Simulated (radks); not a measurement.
Question: The mean radii <r> (bohr) of the occupied orbitals of an atom or ion are listed with their occupations. All-electron calculation, Dirac Kohn-Sham, PBE, spin-unpolarised, spherical densities, point nucleus. Program: a radial shooting solver on a logarithmic mesh with Libxc functionals.

| orbital | occ. | <r> |
|---|---|---|
| 1s1/2 | 2 | 0.08573 |
| 2s1/2 | 2 | 0.4138 |
| 2p1/2 | 2 | 0.3749 |
| 2p3/2 | 4 | 0.3773 |
| 3s1/2 | 2 | 1.368 |
| 3p1/2 | 2 | 1.548 |
| 3p3/2 | 3 | 1.556 |

Name the element and its charge. Open shells, if any, fill j = l - 1/2 first.

Answer: Z = 18, argon, charge +1: Ar+ in [Ne] 3s2 3p5. The 1s radius gives Z: for a bare nucleus <r> = (2 gamma + 1)/(2Z) with gamma = sqrt(1 - (Z/c)^2), 0.08285 bohr for Z = 18, and screening makes it slightly larger (0.08573 here). The occupations add up to 17, and the charge is Z minus that.
